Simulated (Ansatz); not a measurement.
Total energies of Ge(NMeEt)Cl3 (C₃H₈Cl₃GeN) from Ansatz at PBE0-D4/def2-TZVP, gas phase (1 Eh = 27.2114 eV = 2625.5 kJ/mol). The reference geometry is relaxed at PBE-D4/def2-SVP.

| state | geometry | energy (Eh) |
| --- | --- | --- |
| charge 0 singlet | reference | -3630.83305 |
| charge 1 doublet | reference | -3630.50841 |
| free Ge atom (triplet) | – | -2076.65516 |
| free N atom (quartet) | – | -54.54382 |
| free C atom (triplet) | – | -37.80537 |
| free H atom (doublet) | – | -0.50104 |
| free Cl atom (doublet) | – | -459.99739 |

(1) Work out the vertical ionisation energy to the doublet.

(2) What is the binding energy per atom against free atoms?

(1) E(charge 1 doublet) − E(charge 0 singlet) = -3630.50841 − (-3630.83305) = 0.32464 Eh = 8.83 eV. For comparison, −ε of the highest occupied level is 7.16 eV at this level, 1.67 eV less.

(2) Atoms: 1 × (-2076.65516) + 1 × (-54.54382) + 3 × (-37.80537) + 8 × (-0.50104) + 3 × (-459.99739) = -3628.61558 Eh. Binding: -3628.61558 − (-3630.83305) = 2.21747 Eh = 60.34 eV, or 3.77 eV for each of 16 atoms (no zero-point energy, no counterpoise term).
